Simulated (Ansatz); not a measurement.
`BN([SiH](C)C)[SiH](C)C` + H₂Se → `C[SiH](C)[SeH]` + `BN[SiH](C)C`  (ligand exchange at the Si–N bond)

Gas-phase electronic energies from Ansatz, PBE0-D4/def2-TZVP geometries. CBS: MP2 limit from def2 TZ/QZ plus the TZ coupled-cluster correction, frozen cores. DFT in def2-TZVPP. For Se outer-core shells are correlated without core-valence functions, which leaves a few kJ/mol of doubt a bond. Scalar relativity is left out up to krypton. One conformer a species, not always the lowest.

`BN([SiH](C)C)[SiH](C)C`:

Cartesian coordinates in Å:
```
B -1.685 1.461 0.224
N -0.845 0.349 0.044
Si -0.686 -0.722 1.442
C 0.464 0.045 2.695
C -0.062 -2.403 0.920
Si 0.083 0.102 -1.430
C 1.905 0.298 -1.060
C -0.435 1.274 -2.781
H -1.836 2.276 -0.643
H -2.261 1.604 1.271
H -2.038 -0.880 2.040
H 0.092 1.023 3.010
H 1.465 0.183 2.277
H 0.551 -0.587 3.583
H 0.937 -2.367 0.480
H -0.732 -2.871 0.195
H -0.013 -3.052 1.799
H -0.161 -1.295 -1.890
H 2.119 1.314 -0.717
H 2.501 0.110 -1.957
H 2.243 -0.396 -0.287
H 0.114 1.023 -3.693
H -1.503 1.196 -2.995
H -0.216 2.313 -2.527
```

H₂Se:

```xyz
3

Se   -0.533    0.383   -0.194
H     0.860    0.262   -0.637
H    -0.327   -0.645    0.832
```

`C[SiH](C)[SeH]`:

Z-matrix (Å, degrees):
```
C
Si 1 1.866
H 1 1.093 2 110.9
H 1 1.092 2 111.2 3 120.6
H 1 1.093 2 110.1 3 -119.6
C 2 1.866 1 112.1 3 59.9
Se 2 2.293 1 105.4 3 -60.9
H 2 1.489 1 110.2 3 -178.2
H 6 1.092 2 111.0 1 -178.3
H 6 1.094 2 110.3 1 62.0
H 6 1.092 2 110.7 1 -58.2
H 7 1.469 2 93.4 1 -178.4
```

`BN[SiH](C)C`:

Cartesian coordinates in Å:
```
B -1.210 -1.555 -1.248
N 0.045 -1.266 -0.710
Si 0.654 0.256 -0.080
C 1.071 0.059 1.729
C -0.599 1.603 -0.354
H -2.034 -0.689 -1.329
H -1.452 -2.668 -1.623
H 0.696 -2.039 -0.672
H 1.912 0.571 -0.817
H 1.514 0.976 2.127
H 0.175 -0.169 2.312
H 1.790 -0.750 1.885
H -1.527 1.400 0.185
H -0.196 2.553 0.007
H -0.840 1.716 -1.412
```

| species | revPBE-D4 energy (Eh) |
| --- | --- |
| `BN([SiH](C)C)[SiH](C)C` | -820.73556 |
| H₂Se | -2402.55514 |
| `C[SiH](C)[SeH]` | -2771.90627 |
| `BN[SiH](C)C` | -451.39241 |

Q: Work out ΔE.

A: ΔE = (-2771.90627) + (-451.39241) − (-820.73556) − (-2402.55514) = -0.00798 Eh = -21.0 kJ/mol. CCSD(T)/CBS gives -18.8 kJ/mol.

Largest T1 diagnostic among the species: 0.011.

At CCSD(T), def2-SVP lies +6.6 kJ/mol from the extrapolated value and def2-TZVPP +4.6 kJ/mol. Leaving LDA and LC-ωPBE aside and taking each functional with its dispersion term where it has one, the values, not all of them listed here, spread over 11.3 kJ/mol, from B2PLYP to CAM-B3LYP-D4. LDA lies +17.0 kJ/mol from PBE without D4.
